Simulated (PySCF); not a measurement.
One of the candidates below gave these computed data.

All candidates are C4H7NSSi.

* Triplet: lowest triplet excitation (Tamm–Dancoff): 3.93 eV [TDA PBE0/def2-SVPD]
* Dipole: 2.71 D [PBE0/def2-SVPD]
* Polarisability: 96.5 au [PBE0/def2-SVPD]
* UV, first state: lowest singlet excitation: 5.39 eV (230 nm, f = 0.133) [TDDFT PBE0/def2-SVPD]
* Rotational structure: rotational constants A, B, C: 4.840, 0.969, 0.912 GHz [GFN2-xTB]
* 1H NMR: chemical shifts (computed TMS as zero) by class: 8.32 (1 H), 8.00 (1 H), 3.94 (3 H), 2.52 (2 H) ppm [GIAO PBE0/pcSseg-1]
* NMR, other nuclei: isotropic shieldings of nuclei other than C and H, by class: -84 (1 N), 412 (1 Si), 108 (1 S) ppm [GIAO PBE0/pcSseg-1]
* 13C NMR: chemical shifts (computed TMS as zero) by class: 160.9 (1 C), 151.1 (1 C), 140.4 (1 C), 11.5 (1 C) ppm [GIAO PBE0/pcSseg-1]

The electronic properties come from PySCF, for the isolated species, density fitting. Levels stand in brackets. The structure is a single GFN2-xTB conformer in the gas phase; no vibrational or solvent corrections. NMR classes are plain means over equivalent atoms (diastereotopic ones count apart unless rotation or inversion swaps them), as if these changed places fast.

Task: Which candidate is it?
A. `C/N=C\C1=C[SiH2]S1`
B. `CS[Si@@H]1C[C@H]1C#N`
C. `[SiH3]Cc1cnsc1`

Result: C. It is `[SiH3]Cc1cnsc1`. Numbering: `[SiH3:1][CH2:2][c:3]1[cH:4][n:5][s:6][cH:7]1`. Its formula, C4H7NSSi, gives 3 degrees of unsaturation: 1 ring and 2 π bonds in the structure found (Kekulé form). 4 carbons fall into 4 classes; from least to most shielded: aromatic CH next to a ring nitrogen [C4] (160.9 ppm), aromatic CH next to a ring sulfur [C7] (151.1 ppm), substituted aromatic carbon [C3] (140.4 ppm), chain sp3 carbon bound to silicon [C2] (11.5 ppm). Hydrogen classes from least to most shielded: 1 H on an aromatic CH next to a ring nitrogen, C4 (8.32 ppm), 1 H on an aromatic CH next to a ring sulfur, C7 (8.00 ppm), 3 H on an SiH3 silicon, Si1 (3.94 ppm), 2 H on an sp3 carbon bound to silicon, C2 (2.52 ppm). The other shieldings belong to: -84 ppm, pyridine-type nitrogen [N5]; 412 ppm, SiH3 silicon [Si1]; 108 ppm, ring sulfur [S6]. S1 is mainly HOMO→LUMO (weight 0.93); the largest Löwdin shares of the orbital it empties are 0.26 on the ring sulfur, 0.21 on the substituted aromatic carbon, 0.12 on the aromatic CH next to a ring sulfur and 0.11 on the aromatic CH next to a ring nitrogen, of the orbital it fills 0.23 on the ring sulfur, 0.22 on the aromatic CH next to a ring sulfur, 0.21 on the pyridine-type nitrogen and 0.13 on the aromatic CH next to a ring nitrogen. The optimised geometry has point group C1 and is an asymmetric top.

The others, at the same levels:
- `CS[Si@@H]1C[C@H]1C#N` fails: its computed 13C shifts are 125.9 (1 C), 14.1 (1 C), 11.0 (1 C), -4.5 (1 C) ppm, 1H shifts are 4.25 (1 H), 2.14 (3 H), 1.56 (1 H), 1.21 (1 H), 1.00 (1 H) ppm and rotational constant A is 5.601 GHz (against 4.840 GHz).
- `C/N=C\C1=C[SiH2]S1` fails: its computed 13C shifts are 167.6 (1 C), 159.7 (1 C), 128.1 (1 C), 40.2 (1 C) ppm, 1H shifts are 8.04 (1 H), 5.40 (2 H), 5.39 (1 H), 4.27 (3 H) ppm and lowest singlet excitation is 3.55 eV (349 nm, f = 0.001) (against 5.39 eV).

Each candidate is one conformer, not necessarily the lowest. Dipoles, sizes and rotational constants follow the conformer. The torsions of the flexible species, by atom-mapped SMILES:
- `[SiH3:1][CH2:2][c:3]1[cH:4][n:5][s:6][cH:7]1`: Si1–C2–C3–C4 84°
- `[CH3:1][S:2][Si@@H:3]1[CH2:4][C@H:5]1[C:6]#[N:7]`: C1–S2–Si3–C4 -97°
- `[CH3:1]/[N:2]=[CH:3]\[C:4]1=[CH:5][SiH2:6][S:7]1`: N2–C3–C4–C5 180°
